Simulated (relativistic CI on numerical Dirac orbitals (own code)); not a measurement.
**Hyperfine structure of Bi18+, mass number 209**

Computed by Dirac-Coulomb-Breit CI, orbitals from a KLI potential per configuration, QED by a radiative potential, unscaled Slater integrals (own radial code, finite nucleus).

Configurations in the expansion (outside the closed core [Kr] 4d10): 4f14 5s2 5p3, 4f14 5s 5p4, 4f14 5s2 5p2 5d, 4f13 5s2 5p4, 4f14 5s 5p3 5d, 4f14 5s2 5p2 5f, 4f14 5s 5p3 5f, 4f14 5s2 5p2 5g, 4f14 5s2 5p2 6s, 4f14 5p4 5d, 4f14 5p5, 4f13 5p6, 4f14 5s2 5p 5d2, 4f14 5s2 5d3, 4f14 5s 5p 5d3, 4f14 5s2 5d2 5f, 4f14 5s 5p 5d2 5f, 4f14 5s2 5p 5f2, 4f14 5s2 5d 5f2, 4f14 5s 5p 5d 5f2, 4f14 5s2 5f3, 4f14 5s 5p 5f3. Double excitations out of closed p, d and f shells are left out; levels of such configurations are missing from the list, as are those of other unlisted configurations, and high levels can miss mixing partners. These lack a partner that the ground configuration has and come out too high: 4f14 5s2 5p2 5g, 4f14 5s2 5p2 6s.

Nuclear spin I = 9/2, μ = 4.092 μN, Q = -0.516 b (tables of Stone and Pyykkö). The electronic factors are computed for point nuclear moments, without core polarisation or the Bohr-Weisskopf and QED corrections.

| Level | E (cm⁻¹) | A (GHz) | B (GHz) |
| --- | --- | --- | --- |
| 4f14 5s2 5p3 2D°_5/2 | 250776 | 45.71 | 0.0233 |
| 4f14 5s2 5p3 2P°_1/2 | 279186 | 166.7 |  |
| 4f14 5s2 5p3 2P°_3/2 | 511611 | 15.98 | 19.2 |
| 4f14 5s 5p4 4P_5/2 | 605758 | 100.9 | -3.58 |
| 4f14 5s 5p4 2S_1/2 | 683089 | 489.7 |  |
| 4f14 5s2 5p2 5d 4D_1/2 | 835186 | 46.65 |  |

Levels with J = 0, under 50 % of one LS term, or S terms without an open s electron are left out. Small factors come from cancelling terms and can be off by tens of per cent or more.

At this charge energies of transitions that change n are usually good to better than 1 %, and those within a shell (Δn = 0) to a few per cent.

Q: Give the hyperfine levels of 4f14 5s2 5p3 2P°_1/2 relative to its centre of gravity.

A: With K = F(F + 1) − I(I + 1) − J(J + 1), E = AK/2: F = 4: -458.4, F = 5: 375 GHz.

LS names give the leading component of a level, which can be under half, so a name can repeat, a term be missing and a line seem to break the LS rules.
